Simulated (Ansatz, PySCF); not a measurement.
Process, species as SMILES: Cl[Se]Cl + 2 [H][H] (H2) -> 2 Cl (HCl) + [SeH2] (H2Se)
Structures are relaxed separately at B3LYP-D3(BJ)/def2-TZVP in Ansatz (a first-principles code).

Wanted: energy of full hydrogenation (enthalpy at 298 K, with B3LYP-D3(BJ) rigid-rotor harmonic-oscillator terms from PySCF), in kJ/mol. Cores are frozen in the correlated levels unless marked. Spin-orbit coupling is left out. Frozen are the shells of the preceding noble gas and the d and f shells that filled before the atom's block. Non-relativistic. Basis-set limits of correlation are two-point, X^-3; Hartree-Fock from the larger set.

CCSD(T)/CBS(def2-TZVPP,def2-QZVPP) (Ansatz) gives -130.6 kJ/mol.

Another calculation gave -102.3 kJ/mol. Which level was it?
A) wB97X/def2-TZVPD (Ansatz)
B) M06-L/def2-TZVPD (PySCF)
C) HF/def2-TZVPD (PySCF)
D) BLYP/def2-TZVPD (Ansatz)

D, BLYP/def2-TZVPD (Ansatz). The others give -144.5 (wB97X), -174.8 (HF), -121.8 (M06-L) kJ/mol.
